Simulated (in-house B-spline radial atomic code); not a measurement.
## Ionising Xe VI (Xe5+) with different functionals

Computed with a B-spline radial code for spherical atoms: scalar-relativistic (spin-free X2C) Hamiltonian, Fermi nucleus of rms radius 4.7859 fm, spin-polarised at highest spin, spherical fractional occupations for the functionals, and exact exchange of hybrids averaged over the configuration. The ionisation energy is the difference of two self-consistent energies, [Kr] 4d10 5s2 5p1 → [Kr] 4d10 5s2, without Breit or QED terms; ε is the level of the shell that loses the electron (its least bound occupied spin orbital). There is no spin-orbit coupling in this Hamiltonian.

```json
{"method": "PBE0", "rung": "global hybrid", "ΔSCF (eV)": "65.31", "-ε(5p) (eV)": "61.20"}
{"method": "B3LYP", "rung": "global hybrid", "ΔSCF (eV)": "65.56", "-ε(5p) (eV)": "61.04"}
{"method": "TPSSh", "rung": "global hybrid", "ΔSCF (eV)": "65.13", "-ε(5p) (eV)": "60.26"}
{"method": "BHandHLYP", "rung": "global hybrid", "ΔSCF (eV)": "65.38", "-ε(5p) (eV)": "62.60"}
{"method": "r2SCAN0", "rung": "global hybrid", "ΔSCF (eV)": "65.24", "-ε(5p) (eV)": "61.32"}
{"method": "B97-1", "rung": "global hybrid", "ΔSCF (eV)": "65.16", "-ε(5p) (eV)": "60.79"}
{"method": "HSE06", "rung": "range-separated hybrid", "ΔSCF (eV)": "65.37", "-ε(5p) (eV)": "60.79"}
{"method": "wB97X", "rung": "range-separated hybrid", "ΔSCF (eV)": "65.27", "-ε(5p) (eV)": "63.63"}
{"method": "CAM-B3LYP", "rung": "range-separated hybrid", "ΔSCF (eV)": "65.63", "-ε(5p) (eV)": "62.86"}
{"method": "LC-wPBE", "rung": "range-separated hybrid", "ΔSCF (eV)": "65.50", "-ε(5p) (eV)": "64.34"}
```

Problem. Among the functionals, which spreads more, the ΔSCF values or the orbital energies?

Solution. The orbital energies: ΔSCF values span about 0.50 eV and the orbital energies 4.08 eV; here energy differences depend much less on the functional than eigenvalues do.

Problem. How do they compare with the NIST value?

Solution. NIST lists 66.70 eV ± 0.007 (measured, ground level to ground level). Errors run from -1.57 to -1.08 eV. The correlated functionals all miss on the same side by more than they spread, so the cause is common to them (spin-orbit coupling, Breit-QED terms, multiplet and fine-structure energies, or a listed next ion that isn't the cheapest removal here) and closeness doesn't rank the functionals.
